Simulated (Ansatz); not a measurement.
Species: B2F3, charge 1, multiplicity 1. 
Coordinates optimised at B3LYP-D3(BJ)/def2-TZVP (Ansatz, an electronic-structure program):
```
B
F 1 1.2863
F 1 1.2863 2 128.67
B 1 1.7651 2 115.66 3 -180.00
F 4 1.2194 2 153.47 1 180.00
```
Charge +1, spin multiplicity 1.

Parts of the frozen-core correlation energy in cc-pwCVTZ (Ansatz, hartree). Frozen orbitals: 5; correlated occupied orbitals by spin: 13 and 13; virtual: 197 and 197. No spin-orbit coupling. Non-relativistic.

```tsv
term	value
reference (HF)	-347.66368
MP2 opposite-spin	[?]
MP2 same-spin	[?]
CCSD correlation	[?]
(T)	-0.03116
T1 diagnostic	0.016
largest doubles amplitude	0.042
```

Task: What belongs in the gaps?

Result: 
- MP2 opposite-spin, value: -0.68216
- MP2 same-spin, value: -0.23943
- CCSD correlation, value: -0.92457
